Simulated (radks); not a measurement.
The numbers below are computed, except where a source is named.
Problem. Valence configurations of Mn I (all share [Ar]). Code: a radial shooting solver on a logarithmic mesh with Libxc functionals. Model: scalar-relativistic Kohn-Sham, PBEsol, spin-polarised, spherical densities, point nucleus; open shells are filled with parallel spins first. Order these by energy: 3d3 4p4; 3d6 4s1; 3d5 4p2; 3d5.5 4s1.5; 3d5 4s2; 3d5 4s1.5 4p0.5; 3d3 4s2 4p2; 3d5 4s1 4p1; 3d4 4s1 4p2.

Solution. From the lowest, in eV above it: 3d5 4s2 0.000; 3d5.5 4s1.5 0.520; 3d5 4s1.5 4p0.5 1.284; 3d6 4s1 1.304; 3d5 4s1 4p1 2.183; 3d5 4p2 6.490; 3d4 4s1 4p2 11.471; 3d3 4s2 4p2 23.098; 3d3 4p4 33.943. NIST lists [Ar] 3d5 4s2 as the ground configuration; this level of theory agrees among the configurations tried. The energies are those of spherical high-spin densities, not of single terms.
